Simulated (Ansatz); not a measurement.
Two structures of Si2AsNH10, closed shell, reached by relaxing down either side of one saddle point (PBE0-D4/def2-TZVP). Energies are electronic, without zero-point energy. Program: Ansatz 0.2.0. Basis: def2-TZVPP and def2-QZVPP. Cores are frozen in the correlated methods. Filled d shells of the heavier atoms are correlated. The def2 sets are not built for correlating such inner shells, so the correlated values are less sure here. Extrapolation: Hartree–Fock as exp(−7.88 √X), correlation as X^−2.97. First:

```xyz
14
angstrom
Si -0.4826 -1.0527 1.1003
N 0.7571 -0.0489 1.7605
H 0.1740 -2.0400 0.2017
H -1.2689 -1.8428 2.0998
Si -1.9834 0.2968 -0.0864
H 1.7217 0.4723 -0.8657
As 1.5819 0.1655 -2.3489
H 0.5018 0.7835 2.2676
H 1.5743 -0.4748 2.1695
H -2.5346 1.3501 0.8137
H -1.3291 0.9746 -1.2384
H -3.1187 -0.5209 -0.5940
H 3.0787 0.3111 -2.5889
H 1.3275 1.6260 -2.6910
```

Second:

Si1  (-0.322, -1.303, -0.481)
N2  (0.826, 1.095, 1.359)
H3  (-1.031, -2.464, -1.097)
H4  (0.312, -1.795, 0.771)
Si5  (-1.829, 0.439, -0.095)
H6  (1.099, 2.008, 1.014)
As7  (1.252, -0.627, -2.122)
H8  (0.406, 1.230, 2.271)
H9  (1.673, 0.557, 1.495)
H10  (-2.154, 0.583, 1.349)
H11  (-1.312, 1.729, -0.622)
H12  (-3.111, 0.159, -0.808)
H13  (2.147, -1.837, -1.893)
H14  (2.045, 0.225, -1.142)
(Å)

Which bonds change from the first to the second?

Si₂NH₇ ([NH2][SiH2][SiH3]) + AsH₃ → Si₂AsH₇ ([SiH3][SiH2][AsH2]) + NH₃; bonds formed: Si1–As7, N2–H6; bonds broken: Si1–N2, H6–As7.

Give the saddle point's structure and its height above each. (To be estimated.)

The calculation gives: 29.50 kcal/mol above the first and 30.92 kcal/mol above the second (CCSD(T) at an estimated basis limit (MP2 extrapolated from triple and quadruple zeta, plus CCSD(T) − MP2 in triple zeta)).
```
atom    x (Å)    y (Å)    z (Å)
 Si1  -0.3604  -0.9104   0.8031
  N2   1.1411   0.1446   1.1262
  H3   0.1362  -2.1397   0.1508
  H4  -0.6865  -1.2489   2.2260
 Si5  -2.0167   0.3076  -0.2796
  H6   1.3166   0.4151   0.0741
 As7   0.8934   0.2109  -2.0517
  H8   0.9694   0.9601   1.7106
  H9   1.9350  -0.3696   1.5003
 H10  -3.2642   0.2639   0.5458
 H11  -1.6011   1.7308  -0.3713
 H12  -2.3060  -0.2837  -1.6039
 H13   2.1816  -0.6064  -1.9400
 H14   1.6614   1.5257  -1.8902
```

T1 diagnostic: at most 0.014.

Labels in which every atom is bracketed show which atoms are joined, not bond orders.

For scale, one of the runs: CCSD(T)/def2-TZVPP, 303 basis functions, launched by `ansatz run in.yaml --threads 8 --pin off --events-out ev --progress --plain --max-ram 19148MiB`. Time: 4.5 min of wall clock on 8 CPU threads of an Arm Neoverse V1; the host was shared. Peak host memory: 9.6 GiB.
